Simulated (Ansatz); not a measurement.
Results of the Gaussian-basis code of Ansatz.

A structure relaxed at PBE0-D4/def2-TZVP, charge 0, multiplicity 1:

Cartesian coordinates in Å:
```
C -0.288 -1.639 -0.342
N -0.108 -0.638 0.673
B 0.135 0.740 0.462
N 0.244 1.291 -0.845
O 0.262 1.519 1.600
H -0.050 -2.632 0.047
H 0.392 -1.463 -1.181
H -1.310 -1.678 -0.743
H -0.286 -0.935 1.615
H 0.127 0.745 -1.678
H 0.527 2.236 -1.026
H 0.358 2.453 1.418
```

**Question.** Give its formula and SMILES.

**Answer.** CH7BN2O, `CNB(N)O`.

**Question.** Summarise the bond lengths by kind.

**Answer.** 1 × C–N 1.437 Å; 3 × C–H 1.092 to 1.099 Å; 2 × B–N 1.415 to 1.423 Å; 3 × H–N 1.003 to 1.005 Å; 1 × B–O 1.385 Å; 1 × H–O 0.957 Å.
